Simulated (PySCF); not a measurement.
## `InChI=1S/C4H11NP2/c1-3-4-7(2,5)6/h3,5H,1,4,6H2,2H3/t7-/m0/s1`

Cartesian coordinates in Å; atom numbers follow the order of the lines, from 1:
```xyz
18

C    -2.5037    0.6612    0.0838
C    -1.5864    0.0485   -0.6444
C    -0.7589   -1.0880   -0.1732
P     1.0101   -0.5749    0.1732
C     0.8511    0.5844    1.5721
N     2.0172   -1.6706    0.6392
P     1.4866    0.5940   -1.6517
H    -2.7393    0.3396    1.0857
H    -3.0633    1.5005   -0.2925
H    -1.3743    0.3863   -1.6538
H    -1.1357   -1.5232    0.7564
H    -0.6969   -1.8738   -0.9328
H     0.0554    1.3059    1.3971
H     1.8038    1.0912    1.7128
H     0.6391   -0.0156    2.4539
H     2.2460   -2.3746   -0.0481
H     2.7600    0.8341   -1.1460
H     0.9803    1.7814   -1.1377
```

Computed, not measured: GIAO LC-wPBE/ANO-RCC-VDZP magnetisability, rotational g tensor and spin-rotation constants, non-relativistic, gas phase (PySCF). Geometry: GFN2-xTB.

Give the nuclear spin-rotation constants along the inertial axes (H = +C I·J) beside the isotropic shieldings.

Rotational constants 2.1446, 1.3601, 1.0919 GHz. A star marks the isotopologue with that one atom substituted, in its own axes.
```csv
atom,isotope,Caa (kHz),Cbb (kHz),Ccc (kHz),mean (kHz),σ (ppm)
P4,31P,2.933,2.107,1.647,2.229,368.4
N6,14N,0.135,0.048,0.049,0.077,220.2
P7,31P,2.080,1.058,1.199,1.446,583.2
H8,1H,-0.206,0.110,-0.118,-0.072,26.2
H9,1H,-0.063,-0.013,-0.092,-0.056,26.2
H10,1H,-0.207,0.125,-0.122,-0.068,25.8
H11,1H,-0.198,0.046,-0.134,-0.096,29.3
H12,1H,-0.218,-0.162,0.043,-0.112,29.2
H13,1H,-0.054,-0.125,-0.089,-0.089,30.3
H14,1H,-0.082,-0.162,-0.045,-0.096,30.2
H15,1H,-0.263,0.034,-0.114,-0.115,30.4
H16,1H,-0.192,-0.170,-0.009,-0.124,31.3
H17,1H,-0.011,-0.145,-0.098,-0.085,29.9
H18,1H,-0.166,-0.149,-0.008,-0.107,29.4
C1,13C*,0.547,0.596,0.188,0.444,70.8
C2,13C*,0.586,0.667,0.194,0.483,55.3
C3,13C*,0.344,0.251,0.206,0.267,145.4
C5,13C*,0.322,0.166,0.141,0.210,174.2
```
For the geometry as given, no vibrational averaging.
